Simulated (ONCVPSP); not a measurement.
**Before and after: ONCV potential for vanadium (V)**

```
Element                 : V
Generator               : ONCVPSP 4.0.1
Type                    : optimised norm-conserving Vanderbilt (ONCV)
Functional              : PBE
Relativity              : scalar-relativistic
Frozen core             : [Ne]
Valence charge          : 13
Reference configuration : 3s2 3p6 3d3 4s2
Partial waves           : 3s+4s: rc 1.55 bohr, ncon 5, nbas 9, qcut 7.2 1/bohr, 2 projectors; 3p: rc 1.05 bohr, ncon 5, nbas 8, qcut 6.7 1/bohr, 2 projectors, debl 1.5 Ha; 3d: rc 2.40 bohr, ncon 4, nbas 9, qcut 5.8 1/bohr, 2 projectors, debl 3.4 Ha
Local potential         : polynomial inside 0.75 bohr (lpopt 5, dvloc0 0 Ha)
Core correction         : Teter function, fcfact 2.75, rcfact 1.55
```

In the p channel the program set the typed energies aside and used -1.618, 0.250 Ha.

All-electron outer shells of the reference configuration (PBE, scalar-relativistic, ld1.x):

```tsv
shell	level (eV)	outermost node (bohr)	outermost maximum (bohr)
2p	-503.16	–	0.21
3s	-70.24	0.38	0.82
3p	-44.04	0.35	0.84
3d	-5.16	–	0.90
4s	-4.70	1.17	2.76
```

Change: s: rc 2.04.

Cutoffs: the cutoffs (Ha) at which the residual kinetic energy of the hardest occupied pseudo-wave falls to 1 and 0.1 mHa per electron; they do not see the model core or the augmentation charge, which bear on the density cutoff. Errors are all-electron minus pseudo energies relative to the spin-unpolarised reference configuration.

Problem. How do hardness, ghosts and transferability respond?

Solution. The potential gets neither clearly harder nor softer (71 Ha and 159 Ha → 71 Ha and 159 Ha); the p channel sets the loose cutoff, while the largest relative change is in s, which becomes softer; the errors of the 4 common tests hardly move; neither file shows a bound ghost.

```csv
quantity,base,changed
"cutoff, loose",71 Ha,71 Ha
"cutoff, tight",159 Ha,159 Ha
loose cutoff by channel,"s 21 Ha, p 71 Ha, d 14 Ha","s 8.8 Ha, p 71 Ha, d 14 Ha"
bound ghosts,none,none
GHOST(+) flags under 300 eV,d at 67.5 eV,"d at 67.5 eV, s at 138.8 eV"
"error for 3s2 3p6 3d3 4s1, meV [ΔE 7.74 eV]",-0.3,-0.6
"error for 3s2 3p6 3d3 4s0, meV [ΔE 22.03 eV]",-16,-18
"error for 3s2 3p6 3d2 4s0, meV [ΔE 50.93 eV]",+302,+302
"error for 3s2 3p6 3d4 4s1, meV [ΔE 0.59 eV]",+140,+139
p: phases at 1.06 bohr within 0.05 rad from the reference energy up to (Ha; the scan ends near 5),to the end of the scan,to the end of the scan
d: phases at 2.44 bohr within 0.05 rad from the reference energy up to (Ha; the scan ends near 5),0.2,0.2
"rms error of d²Exc/dni dnj with the model core, mHa",2.76,3.04
```
